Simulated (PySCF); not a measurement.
## Ga⁺: excitation energy

Ga⁺ [Ar] 3d10 4s2 (1S) → Ga⁺ [Ar] 3d10 4s1 5s1 (3S), as a difference of total energies. All numbers are calculated (PySCF 2.14, scalar relativity through the core potential, in aug-cc-pVTZ-PP with ECP10MDF). Correlated levels: valence: 3s2 3p6 3d10 frozen. The calculations carry no spin-orbit coupling.

```csv
method,excitation energy (eV)
UHF,11.283
LDA,13.088
PBE,12.667
PBE0,12.441
r2SCAN,12.711
r2SCANh,12.640
wB97X-V,12.650
M06-2X,12.506
BP86,12.792
MP2 (valence),11.923
SCS-MP2 (valence),12.124
```

Problem. How much does correlation contribute at MP2 (valence)?

Solution. 11.923 − (11.283) = 0.640 eV, measured against UHF.

Errors of the correlated levels include the incompleteness of this basis and the frozen core.

For comparison: 12.764 eV (measured; NIST levels).
